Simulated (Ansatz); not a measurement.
The Si1–F3 bond of FHSi (SMILES F[SiH]) is stretched (multiplicity 1, the rest rigid).
Geometry at rest (charge 0, multiplicity 1):
```csv
atom,x (Å),y (Å),z (Å)
Si,-0.2073,-0.3454,0.4496
H,-1.0031,-1.1949,-0.5558
F,0.4339,0.6700,-0.6376
```

Frozen-core correlation.

Programs: Ansatz (Gaussian basis) for Hartree–Fock, density functionals and correlated methods. Values without a source in brackets are computed.

FIC-MRCISD+Q on CASSCF(6,4)/cc-pV(T+d)Z, total energies (hartree):

```json
[
 {"R (Å)": "1.620", "CASSCF": "-389.024776", "MRCISD": "-389.353987", "weight c² of the reference": "0.91578"},
 {"R (Å)": "2.835", "CASSCF": "-388.869247", "MRCISD": "-389.185603", "weight c² of the reference": "0.91219"},
 {"R (Å)": "5.184", "CASSCF": "-388.835703", "MRCISD": "-389.135879", "weight c² of the reference": "0.91547"}
]
```

Question: Add the Davidson correction (E_MRCISD − E_CASSCF)(1 − c²)/c² and give the energies above the first point at the three levels.

Answer: 
Corrections (hartree): -0.030277, -0.030453, -0.027718. Above the first point (kcal/mol):
- R = 2.835 Å: CASSCF 97.6, MRCISD 105.7, with the correction 105.6
- R = 5.184 Å: CASSCF 118.6, MRCISD 136.9, with the correction 138.5

Doubts at one or more of the structures used: active orbitals that take no part (FIC-MRCISD+Q on CASSCF(6,4)/cc-pV(T+d)Z).

Ansatz is a quantum-chemistry and plane-wave program.
